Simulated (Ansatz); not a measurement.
```yaml
crystal:
  periodic: [false, false, false]
  atoms:
    - {symbol: O, position_ang: [0.000000, -0.000000, -0.023040]}
    - {symbol: Ge, position_ang: [-0.000000, 0.000000, 1.599530]}
basis:
  gaussian: {orbitals: cc-pVTZ}
total_charge: 1
magnetization: {spin_polarized: true, initial_magnetization: 1}
hamiltonian: {xc: {name: HF}}
correlation: {method: mp2, frozen_orbitals: {O: 9}}
accuracy: high
output: {forces: true}
```

```sh
$ ansatz run in.yaml --threads 2 --pin off --events-out ev --progress --plain --max-ram 32768MiB --backend cpu
```

It prints (some lines left out):

```
Functional definition: HF
Error: "frozen_orbitals" has no count for Ge
```

In this input frozen orbitals are typed for one element alone, and the program wants a count for each. The input was rejected before any iteration.
